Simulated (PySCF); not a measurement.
Isomers of [C7H10P]+ (charge +1), one GFN2-xTB conformer each. Single-point energies are computed at PBE0/pcSseg-1 (PySCF, gas phase, no added dispersion term), electronic only.

Question: Rank them by PBE0/pcSseg-1 energy, lowest first (kcal/mol).
A. `[CH3:1][PH2+:2][c:3]1[cH:4][cH:5][cH:6][cH:7][cH:8]1` (charge +1) with C1–P2–C3–C4 -89°
B. `[CH:1]#[C:2][CH2:3][PH+:4]1[CH2:5][CH:6]=[CH:7][CH2:8]1` (charge +1) with C2–C3–P4–C5 -172°, C3–P4–C5–C6 106°, P4–C5–C6–C7 9°, C6–C7–C8–P4 -8°, C3–P4–C8–C7 -108°

Answer: A (0.0), B (54.2).

GFN2-xTB itself gives, in the same order: 0.0, 45.3. Both levels put the same isomer lowest.

Question: Which frontier levels and rotational constants go with these structures?

Answer: 
```
          SMILES  HOMO (eV, PBE0/pcSseg-1)  LUMO (eV)      A, B, C (MHz)
 C[PH2+]c1ccccc1                    -11.70      -5.43  4062, 1048, 930.4
C#CC[PH+]1CC=CC1                    -11.98      -4.46  3960, 1098, 957.8
```
